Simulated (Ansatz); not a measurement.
Relaxation of the cluster V2S4 with RKS PBE0-D4/def2-SVP.

```sh
$ ansatz run in.yaml --threads 4 --pin off --events-out ev --progress --plain --max-ram 4787MiB
```

```yaml
crystal:
  periodic: [false, false, false]
  atoms:
    - {symbol: V, position_ang: [-0.754510, 1.346810, 0.244950]}
    - {symbol: V, position_ang: [0.754690, -1.346830, -0.245510]}
    - {symbol: S, position_ang: [-1.254050, -1.938900, 0.329820]}
    - {symbol: S, position_ang: [2.227600, 0.197080, -0.648550]}
    - {symbol: S, position_ang: [1.253160, 1.938030, -0.329410]}
    - {symbol: S, position_ang: [-2.226880, -0.196180, 0.648700]}
basis:
  gaussian: {orbitals: def2-SVP}
hamiltonian: {xc: pbe0, dispersion: d4}
scf: {lower_state_search: "off"}
output: {orbitals: {seedname: orbitals}}
relax: {f_tol: 0.02, max_steps: 100}
```

Hardware: 4 threads of AMD EPYC 9R45 on a shared host. Wall time 34 s, peak host memory 0.62 GiB.

Positions (Å) and forces (eV/Å) at steps 1, 2, 3, 4, 5, 6, 7, 8, 9, 10, 11, 12, 13, 14, 15, 16, 17 of 17:

```xyz
6
step=1 energy=-94668.0275 eV
V    -0.755    1.347    0.245    0.067   -0.205   -0.139
V     0.755   -1.347   -0.246   -0.081    0.211    0.142
S    -1.254   -1.939    0.330   -0.484   -1.242    0.029
S     2.228    0.197   -0.649    1.235   -0.204   -0.454
S     1.253    1.938   -0.329    0.493    1.255   -0.031
S    -2.227   -0.196    0.649   -1.230    0.184    0.453
6
step=2 energy=-94668.5431 eV
V    -0.678    1.201    0.199    0.277   -0.519   -0.163
V     0.677   -1.199   -0.199   -0.284    0.527    0.162
S    -1.336   -2.010    0.336   -0.044   -0.795   -0.066
S     2.319    0.233   -0.691    0.649   -0.364   -0.261
S     1.335    2.009   -0.336    0.038    0.787    0.070
S    -2.318   -0.233    0.691   -0.636    0.363    0.259
6
step=3 energy=-94668.9523 eV
V    -0.587    1.035    0.154    0.376   -0.578   -0.188
V     0.584   -1.031   -0.156   -0.440    0.717    0.169
S    -1.380   -2.073    0.336    0.015   -0.224   -0.045
S     2.386    0.240   -0.722    0.129   -0.122   -0.072
S     1.379    2.070   -0.335   -0.281   -0.018    0.133
S    -2.382   -0.241    0.722    0.200    0.225    0.003
6
step=4 energy=-94669.9557 eV
V    -0.516    0.914    0.111    1.617   -3.176   -0.899
V     0.486   -0.867   -0.119   -1.726    3.231    0.830
S    -1.390   -2.109    0.332    0.086    0.036   -0.247
S     2.407    0.232   -0.734   -0.158   -0.092   -0.153
S     1.374    2.067   -0.320    0.274    0.109    0.171
S    -2.360   -0.238    0.730   -0.093   -0.108    0.298
6
step=5 energy=-94670.7914 eV
V    -0.432    0.754    0.063   -1.447    2.039   -0.243
V     0.394   -0.698   -0.075    1.532   -2.254    0.168
S    -1.388   -2.110    0.320    0.200    0.088   -0.244
S     2.401    0.229   -0.742   -0.293   -0.226   -0.100
S     1.380    2.066   -0.309    0.093    0.222    0.187
S    -2.355   -0.241    0.744   -0.086    0.131    0.232
6
step=6 energy=-94671.0953 eV
V    -0.499    0.771   -0.113    0.722   -1.376   -0.465
V     0.476   -0.742    0.096   -0.741    1.392    0.438
S    -1.385   -2.087    0.245   -0.188    0.467   -0.157
S     2.357    0.218   -0.801   -0.324    0.350   -0.121
S     1.391    2.069   -0.240    0.208   -0.454    0.164
S    -2.339   -0.230    0.812    0.322   -0.380    0.140
6
step=7 energy=-94671.3093 eV
V    -0.513    0.701   -0.294    1.148   -1.531    0.471
V     0.501   -0.692    0.274   -1.158    1.574   -0.401
S    -1.385   -2.043    0.172    0.056    0.300   -0.058
S     2.300    0.220   -0.859   -0.221    0.103    0.003
S     1.393    2.041   -0.167   -0.152   -0.370    0.047
S    -2.296   -0.227    0.874    0.327   -0.077   -0.063
6
step=8 energy=-94671.4872 eV
V    -0.488    0.630   -0.354    0.574   -0.887   -0.082
V     0.497   -0.645    0.357   -0.563    0.891    0.132
S    -1.368   -2.010    0.127   -0.088    0.214   -0.167
S     2.256    0.212   -0.885   -0.165    0.148   -0.156
S     1.366    2.021   -0.135    0.038   -0.233    0.149
S    -2.262   -0.207    0.890    0.204   -0.133    0.123
6
step=9 energy=-94671.8949 eV
V    -0.454    0.505   -0.500    0.667   -1.056    0.065
V     0.488   -0.550    0.530   -0.694    1.094   -0.088
S    -1.349   -1.954    0.043    0.020    0.463   -0.195
S     2.177    0.202   -0.942   -0.492    0.153   -0.046
S     1.335    1.983   -0.066   -0.016   -0.483    0.209
S    -2.197   -0.185    0.936    0.516   -0.172    0.055
6
step=10 energy=-94672.2576 eV
V    -0.412    0.373   -0.643    0.410   -0.502    0.234
V     0.438   -0.411    0.656   -0.472    0.594   -0.285
S    -1.307   -1.910   -0.026   -0.055    0.403    0.035
S     2.089    0.171   -0.976   -0.279    0.256    0.075
S     1.293    1.931    0.014   -0.014   -0.512    0.026
S    -2.102   -0.154    0.974    0.411   -0.238   -0.085
6
step=11 energy=-94672.3527 eV
V    -0.365    0.238   -0.774    0.174   -0.220    0.097
V     0.389   -0.315    0.689    0.043   -0.171   -0.131
S    -1.304   -1.884   -0.031   -0.320    0.169    0.170
S     2.065    0.183   -0.983    0.002    0.381    0.086
S     1.217    1.874    0.098    0.154    0.009   -0.139
S    -2.002   -0.096    1.002   -0.054   -0.167   -0.083
6
step=12 energy=-94672.5144 eV
V    -0.291    0.080   -0.860    0.184   -0.134    0.371
V     0.431   -0.404    0.649    0.046   -0.317   -0.489
S    -1.443   -1.871    0.020   -0.209    0.610    0.404
S     2.124    0.319   -0.987   -0.280    0.561    0.428
S     1.105    1.866    0.164    0.029   -0.411   -0.331
S    -1.925    0.010    1.014    0.230   -0.309   -0.384
6
step=13 energy=-94672.6512 eV
V    -0.242   -0.025   -0.915   -0.177    0.311    0.095
V     0.500   -0.559    0.555   -0.001    0.094    0.215
S    -1.544   -1.824    0.101   -0.215    0.602    0.359
S     2.151    0.446   -0.942   -0.264    0.559    0.377
S     0.933    1.819    0.218    0.407   -0.734   -0.548
S    -1.797    0.144    0.984    0.249   -0.832   -0.497
6
step=14 energy=-94672.6934 eV
V    -0.265    0.030   -0.876   -0.130   -0.173   -0.819
V     0.511   -0.590    0.531    0.185   -0.056    0.505
S    -1.567   -1.823    0.130   -0.002    0.254   -0.002
S     2.172    0.472   -0.922   -0.204    0.113    0.050
S     0.939    1.792    0.184    0.192    0.008    0.105
S    -1.789    0.118    0.953   -0.042   -0.147    0.162
6
step=15 energy=-94672.7186 eV
V    -0.250   -0.008   -0.907    0.033   -0.018    0.096
V     0.504   -0.565    0.557   -0.054    0.053   -0.066
S    -1.567   -1.807    0.121    0.006   -0.015   -0.013
S     2.156    0.477   -0.927    0.009   -0.013   -0.014
S     0.957    1.798    0.189   -0.089   -0.060    0.025
S    -1.800    0.106    0.966    0.095    0.053   -0.028
6
step=16 energy=-94672.7207 eV
V    -0.245   -0.020   -0.912   -0.019    0.032    0.001
V     0.508   -0.575    0.551   -0.003    0.019    0.028
S    -1.574   -1.800    0.127   -0.026   -0.028    0.004
S     2.155    0.488   -0.924    0.035    0.008   -0.013
S     0.934    1.785    0.197    0.009   -0.014   -0.010
S    -1.778    0.122    0.961    0.005   -0.017   -0.009
6
step=17 energy=-94672.7209 eV
V    -0.246   -0.017   -0.910   -0.006    0.005   -0.007
V     0.507   -0.572    0.553    0.004   -0.001    0.010
S    -1.574   -1.803    0.126   -0.004   -0.005    0.001
S     2.157    0.487   -0.925    0.006    0.002   -0.002
S     0.937    1.786    0.195   -0.001   -0.001    0.000
S    -1.780    0.119    0.961    0.001    0.000   -0.001
```

The restricted singlet is unstable towards broken spin symmetry in Hartree–Fock (as tested in another run); at PBE0-D4/def2-SVP this wasn't settled. The relaxation made no stability test and no search for a lower SCF solution. No other spin state of charge 0 was run. Another isomer (singlet) lies 0.11 eV lower at PBE0-D4/def2-TZVP; other spin states weren't run for this one.
